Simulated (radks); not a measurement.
Results of a calculation; reference values are marked as such.
Problem. The barium ion Ba2+, configuration [Xe]. Code: a radial shooting solver on a logarithmic mesh with Libxc functionals. Model: scalar-relativistic Kohn-Sham, Wu-Cohen GGA, spin-unpolarised, spherical densities, point nucleus. Some entries of the table are withheld. Estimate them.

orbital  occ.  eigenvalue (eV)  <r^2> (bohr^2)  <1/r> (bohr^-1)
1s          2        -37268.54       0.0008886            60.69
2s          2        -5901.170         0.01421            13.96
2p          6        -5293.760         0.01129              (1)
3s          2        -1255.382         0.09746            5.042
3p          6        -1060.640         0.09750              (2)
3d         10        -777.5109         0.08391            4.534
4s          2        -256.2127             (3)            2.085
4p          6              (4)          0.5823            1.920
4d         10        -102.1289          0.7444            1.655
5s          2         -46.0447           2.985           0.8082
5p          6         -30.9354           4.043           0.6874
6s          0         -12.2258           17.16           0.3251
4f          0         -10.3931           3.042           0.9602

Solution. 
(1) 2p <1/r> (bohr^-1): 13.27
(2) 3p <1/r> (bohr^-1): 4.783
(3) 4s <r^2> (bohr^2): 0.5125
(4) 4p eigenvalue (eV): -193.3759
